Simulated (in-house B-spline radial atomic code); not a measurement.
Ionising neutral chlorine with different functionals

Computed with a radial B-spline atomic code at the basis-set limit: four-component Dirac-Coulomb Hamiltonian, Fermi nucleus of rms radius 3.3654 fm, spin-restricted, spherical fractional occupations for the functionals. The ionisation energy is the difference of two self-consistent energies, [Ne] 3s2 3p5 → [Ne] 3s2 3p4, without Breit or QED terms; ε is the level of the shell that loses the electron (mean over j). The electron is taken from both j subshells in proportion to 2j + 1, so the result is a j average, not the step between ground levels.

Hybrids are left out here: with spherical fractional occupations of an open shell their exact exchange keeps a self-interaction that integer-occupation calculations don't have.

| method | rung | ΔSCF (eV) | -ε(3p) (eV) |
| --- | --- | --- | --- |
| LDA VWN5 | LDA | 13.97 | 8.70 |
| relativistic LDA | LDA | ? | ? |
| LDA PW92 | LDA | 13.97 | 8.70 |
| LDA exchange-only | LDA | ? | ? |
| PBE | GGA | 13.88 | 8.59 |
| PBEsol | GGA | 13.84 | 8.56 |
| BLYP | GGA | 13.73 | 8.46 |
| RPBE | GGA | 13.86 | 8.57 |
| PW91 | GGA | 13.93 | 8.65 |
| BP86 | GGA | 13.96 | 8.69 |
| AM05 | GGA | 13.81 | 8.53 |
| OLYP | GGA | 13.83 | 8.52 |

Problem. What does LDA exchange-only give?

Solution. ΔSCF 12.65 eV, and -ε(3p) = 7.46 eV.

Problem. What does relativistic LDA give?

Solution. ΔSCF 13.97 eV, and -ε(3p) = 8.70 eV.

Problem. How do they compare with the NIST value?

Solution. NIST lists 12.968 eV (measured, ground level to ground level). Errors run from -0.31 to +1.00 eV. The correlated functionals all miss on the same side by more than they spread, so the cause is common to them (Breit-QED terms, spin polarisation, the choice among j levels, multiplet and fine-structure energies, or a listed next ion that isn't the cheapest removal here) and closeness doesn't rank the functionals.
